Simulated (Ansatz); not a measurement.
Total energies of B₆H₂ (the lowest singlet isomer of a short search) from Ansatz at PBE0-D4/def2-TZVPD, gas phase (1 Eh = 27.2114 eV = 2625.5 kJ/mol). The reference geometry is relaxed at PBE0-D4/def2-SVP.

Cartesian coordinates in Å:
```
B 0.7292 -0.6166 -1.9149
B -0.3372 -0.5380 -0.6059
B -0.7293 0.6167 1.9149
B -1.1865 -0.3354 0.6909
B 1.1864 0.3356 -0.6910
B 0.3374 0.5376 0.6062
H 0.8605 -1.1293 -2.9860
H -0.8606 1.1294 2.9859
```

| state | geometry | energy (Eh) |
| --- | --- | --- |
| charge 0 singlet | reference | -149.95677 |
| charge -1 doublet | reference | -150.06155 |
| charge -1 doublet | relaxed at PBE0-D4/def2-SVPD | -150.06515 |
| free B atom (doublet) | – | -24.61833 |
| free H atom (doublet) | – | -0.50104 |

Question: Work out the vertical electron affinity, to the doublet.

Answer: E(charge 0 singlet) − E(charge -1 doublet) = -149.95677 − (-150.06155) = 0.10478 Eh = 2.85 eV.

Question: How much does the charge -1 doublet relax, and what is the adiabatic electron affinity?

Answer: Relaxation: -150.06155 − (-150.06515) = 0.00360 Eh = 0.10 eV. Adiabatic electron affinity: 0.10838 Eh = 2.95 eV, without zero-point energy. 

Question: What is the binding energy per atom against free atoms?

Answer: Atoms: 6 × (-24.61833) + 2 × (-0.50104) = -148.71206 Eh. Binding: -148.71206 − (-149.95677) = 1.24471 Eh = 33.87 eV, or 4.23 eV for each of 8 atoms (no zero-point energy, no counterpoise term).

The restricted singlet is unstable towards broken spin symmetry in Hartree–Fock (as tested in another run); at PBE0-D4/def2-TZVPD this wasn't settled. 

The structure comes from a short search, and lower isomers may exist.
